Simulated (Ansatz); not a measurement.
A run on C$_{4}$H$_{2}$F$_{8}$, SMILES `FC(F)C(F)(C(F)F)C(F)(F)F` with other settings.

```yaml
crystal:
  periodic: [false, false, false]
  atoms:
    - {symbol: F, position_ang: [-0.864252, -0.199549, 2.250181]}
    - {symbol: C, position_ang: [-1.046415, 0.208825, 0.987242]}
    - {symbol: F, position_ang: [-1.467913, 1.494180, 1.029046]}
    - {symbol: C, position_ang: [0.283503, 0.155321, 0.213107]}
    - {symbol: F, position_ang: [1.260048, 0.734595, 0.966343]}
    - {symbol: C, position_ang: [0.144754, 1.002425, -1.065301]}
    - {symbol: F, position_ang: [1.206279, 0.847861, -1.870858]}
    - {symbol: F, position_ang: [-0.961827, 0.630835, -1.743902]}
    - {symbol: C, position_ang: [0.707786, -1.304856, -0.055678]}
    - {symbol: F, position_ang: [0.727688, -2.006957, 1.073171]}
    - {symbol: F, position_ang: [-0.161449, -1.882954, -0.887083]}
    - {symbol: F, position_ang: [1.916448, -1.364871, -0.590997]}
    - {symbol: H, position_ang: [-1.819036, -0.399847, 0.509914]}
    - {symbol: H, position_ang: [0.061386, 2.055891, -0.786387]}
basis:
  gaussian: {orbitals: def2-SVP, point_charges: [{charge: 0.50, position_ang: [6.252, -0.002, -0.509]}]}
hamiltonian: {xc: {name: LC-wPBE}}
output: {forces: true}
```

```sh
$ ansatz run in.yaml --threads 4 --pin off --events-out ev --progress --plain --max-ram 46080MiB --backend cpu
```

Shortened log:

```
Functional definition: LC-wPBE
1932 factors; their error is unknown
466 factors; integrals over basis functions are off by at most 9.5e-6 eV
mean field evaluation 1: about -25875.0146 eV, gradient 6.4e1 eV
mean field evaluation 2: about -25875.1060 eV, gradient 6.8e1 eV
mean field evaluation 4: about -25881.6594 eV, gradient 1.8e0 eV
mean field evaluation 8: about -25881.6674 eV, gradient 3.8e-2 eV
mean field evaluation 16: about -25881.5188 eV, gradient 1.5e-4 eV
mean field -25881.51880299 eV, -951.1282728864 hartree, gradient 3.6e-5 eV, S^2 0.000000; 0 other end points of the search recorded, 0 dependent functions left out
reference -25881.51880299 eV, -951.1282728865 hartree; 49, 49 occupied and 129, 129 virtual orbitals, 1932 factors
Total energy: -25881.51880299 eV, -951.1282728865 hartree
Atom 0 at    -0.864252    -0.199549     2.250181 Å, force     0.112956    -0.016114    -0.171112 eV/Å
Atom 1 at    -1.046415     0.208825     0.987242 Å, force     0.130050     0.286925     0.328610 eV/Å
Atom 2 at    -1.467913     1.494180     1.029046 Å, force     0.133961    -0.135045    -0.116484 eV/Å
Atom 3 at     0.283503     0.155321     0.213107 Å, force    -0.207200    -0.045128    -0.100608 eV/Å
Atom 4 at     1.260048     0.734595     0.966343 Å, force     0.017248    -0.066848    -0.028451 eV/Å
Atom 5 at     0.144754     1.002425    -1.065301 Å, force    -0.186967    -0.319562    -0.193535 eV/Å
Atom 6 at     1.206279     0.847861    -1.870858 Å, force     0.072718    -0.084505     0.080519 eV/Å
Atom 7 at    -0.961827     0.630835    -1.743902 Å, force     0.184753    -0.012531     0.197404 eV/Å
Atom 8 at     0.707786    -1.304856    -0.055678 Å, force    -0.320417    -0.024762     0.072084 eV/Å
Atom 9 at     0.727688    -2.006957     1.073171 Å, force     0.003136     0.121467    -0.049808 eV/Å
Atom 10 at    -0.161449    -1.882954    -0.887083 Å, force     0.097716     0.148428     0.069057 eV/Å
Atom 11 at     1.916448    -1.364871    -0.590997 Å, force     0.174909     0.067729    -0.057207 eV/Å
Atom 12 at    -1.819036    -0.399847     0.509914 Å, force    -0.168988    -0.185313    -0.173987 eV/Å
Atom 13 at     0.061386     2.055891    -0.786387 Å, force    -0.026512     0.270200     0.143621 eV/Å
Dipole moment:    -0.307616     0.111778    -0.060438 e Å
```

Run time 2.8 s (4 threads of an AMD EPYC 7R13 on a shared host); peak host memory 0.46 GiB.
